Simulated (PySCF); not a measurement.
## Electron correlation in Pt⁺ (platinum, charge +1)

[Xe] 4f14 5d8 6p1, one real determinant (an excited configuration). Computed with PySCF 2.14 in x2c-TZVPPall (11s7p7d3f1g, 97 functions), with the spin-free X2C one-electron Hamiltonian (Gaussian nucleus). Frozen: [Xe] 4f14; 9 electrons correlated.

```tsv
level	correlation energy (mhartree)
CCSD	-212.71
(T)	-8.59
CCSD(T)	-221.30
```

Diagnostics: T1 = 0.014, D1 = 0.0518, largest double amplitude 0.058.

Is a single reference adequate?

Yes, within this model without spin-orbit coupling: T1 lies below 0.03 and no double amplitude reaches 0.07.

The basis was made for the ground configuration and has no added diffuse functions, which can raise the energy of the promoted electron.

The reference is one real determinant that mixes LS terms of this configuration.
